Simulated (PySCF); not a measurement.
Computed shifts of a molecule CH6FNOSi, PBE/pcSseg-1 in PySCF, GIAO, gas phase, atoms alike by connectivity averaged where their shifts nearly agree, in ppm (number of nuclei): ¹³C: -2.4 (1). ²⁹Si: -18.7 (1). ¹⁵N: 35.9 (1). ¹⁹F: -150.1 (1). ¹H: 1.50 (1), 1.22 (1), 0.94 (1), 0.35 (3). References: ¹³C against TMS (σ = 182.0 ppm); ²⁹Si against TMS (σ = 335.4 ppm); ¹⁵N against NH3 (σ = 267.0 ppm); ¹⁷O against H2O (σ = 334.3 ppm); ¹⁹F against CFCl3 (σ = 133.6 ppm); ¹H against TMS (σ = 31.49 ppm), references at their B3LYP-D3(BJ)/def2-TZVP geometries, non-relativistic. Coordinates come from a ωB97X-D3(BJ)/def2-SVP optimisation. Other conformers were not sampled.

Task: Which molecule gave these data?
A) CO[Si@H](N)F
B) C[Si](N)(O)F
C) CN[Si@H](O)F
D) NC[Si@@H](O)F

Result: B, C[Si](N)(O)F
